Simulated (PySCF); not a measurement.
## Correlation energy of Cd²⁺ (cadmium, charge +2)

[Kr] 4d9 5s1, 5s spin antiparallel (an excited configuration). Computed with PySCF 2.14 in aug-cc-pVTZ-PP with ECP28MDF (6s6p5d3f2g, 88 functions), with scalar relativity through the core potential. Frozen: 4s2 4p6; 10 electrons correlated.

MP2 pair energies summed by pair of shells (mhartree):

```json
{"pair": "4d-4d", "energy": "-295.40", "share (%)": "86.2"}
{"pair": "4d-5s", "energy": "-47.31", "share (%)": "13.8"}
```

Total MP2 correlation energy: -342.71 mhartree.

Same-spin part -124.45 and opposite-spin part -218.26 mhartree; SCS-MP2 scales them by 1/3 and 6/5 to -303.40 mhartree.
